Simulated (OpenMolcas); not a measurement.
# Pr²⁺: CASPT2 settings compared

```yaml
Program: OpenMolcas 26.06
Basis: ANO-RCC-VDZP [7s6p4d2f1g]
Scalar_Hamiltonian: DKH2, point nucleus
Active_space: 3 electrons in 7 orbitals (4f)
State_averaging: 2S+1 = 4 odd, 35 roots (21 in the spin-orbit step); 2S+1 = 2 odd, 112 roots (35 in the spin-orbit step)
Spin-orbit_coupling: state interaction with AMFI integrals over the reference wave functions, term energies averaged over their components
```

Methods on the same reference wave functions:
A. CASSCF
B. SS-CASPT2, IPEA 0.4 Eh, sigma1 regulariser 0.4 Eh (closed shells correlated: 5s 5p)
C. SS-CASPT2, IPEA 0.4 Eh, sigma2 regulariser 0.3 Eh (closed shells correlated: 5s 5p)
D. SS-CASPT2, IPEA 0.15 Eh, sigma2 regulariser 0.15 Eh (closed shells correlated: 5s 5p)

Energies in eV above 4f3 4I* 9/2, the measured ground level; measured values from Martin, Zalubas and Hagan, Atomic Energy Levels: The Rare-Earth Elements, NSRDS-NBS 60 (1978); the list in Maison, Palmeri and Quinet, J. Phys. B 58, 015001 (2025).

```json
{"Level": "4f3 4I* 9/2", "A": "0.0000", "B": "0.0000", "C": "0.0000", "D": "0.0000", "Measured": "0.0000"}
{"Level": "4f3 4I* 11/2", "A": "0.1810", "B": "0.1855", "C": "0.1856", "D": "0.1866", "Measured": "0.1734"}
{"Level": "4f3 4I* 13/2", "A": "0.3795", "B": "0.386", "C": "0.386", "D": "0.387", "Measured": "0.3587"}
{"Level": "4f3 4I* 15/2", "A": "0.5902", "B": "0.595", "C": "0.595", "D": "0.596", "Measured": "0.5522"}
{"Level": "4f3 2H* 9/2", "A": "1.6893", "B": "1.379", "C": "1.372", "D": "1.320", "Measured": "1.2439"}
{"Level": "4f3 4F* 3/2", "A": "1.7203", "B": "1.498", "C": "1.491", "D": "1.452", "Measured": "1.1618"}
{"Level": "4f3 4F* 5/2", "A": "1.7938", "B": "1.572", "C": "1.564", "D": "1.526", "Measured": "1.2570"}
{"Level": "4f3 4F* 7/2", "A": "1.8724", "B": "1.641", "C": "1.633", "D": "1.593", "Measured": "1.3464"}
{"Level": "4f3 4S* 3/2", "A": "1.8969", "B": "1.675", "C": "1.670", "D": "1.622", "Measured": "1.3577"}
```

Deviations, from unrounded energies. A percentage is the sum of absolute deviations over the sum of measured energies, with the sign that they share, or ± where signs differ.

```csv
Against measurement,Levels,A,B,C,D
mean absolute deviation (cm-1),8,2700,1500,1500,1200
fine structure of the ground term (%),3,+6.1,+7.6,+7.6,+7.9
other terms of the ground configuration (%),5,+40.9,+22.0,+21.4,+18.0
```

D lies closest to measurement on these levels and A furthest from it. The largest miss of D in the table is 4f3 4F* 3/2, by +2300 cm-1. The ranking rests on the paired levels alone, and a cruder setting can come out closer through cancelling errors.

Among B to D the level of the table that moves most is 4f3 2H* 9/2, by 480 cm-1 (lowest in D, highest in B). Moves below CASPT2's spread within the term are not significant.

The mean deviations of B to D differ by less than CASPT2's widest spread within a term (740 cm-1), so their order carries little weight.

From A to B the spin-free energies of the other terms of 4f3 shown, above 4I*, scale by factors of 0.79 to 0.85, as is usual when dynamic correlation screens the repulsion within a d or f shell.

The lowest spin-free term lies below A's lowest term by 0.255 hartree in B, 0.255 hartree in C, 0.262 hartree in D.

Term energies are means over components that CASPT2 splits; among the terms shown or strongly mixed into the levels shown the widest spread is 740 cm-1 (4f3 4I*, D). High states are left out of the spin-orbit mixing, which shifts the levels that they would mix with. Without dynamic correlation excited terms often stand tens of per cent too high (terms of higher spin than the ground term too low), and those without a measured partner can miss by more than the paired ones (holds for A). Some terms miss by over 15 % even with CASPT2, which points to a basis or an active space too small for the shells correlated (holds for B; C; D). The CASPT2 spread within a term exceeds the gap to the next term for 4f3 4S* and 4f3 4F*, so the order of their levels is uncertain, and so are names and mixing where such terms share a J (holds for D). Measured partners are found by configuration, term and J. A level has none where our copy of the source lacks it or the pairing is in doubt (some pairs that miss far off the trend of their configuration count as doubtful), and it then counts in no deviation. Only configurations of the active space appear. Levels that lie high or do not pair safely by name in every column are left out.

* marks odd parity.
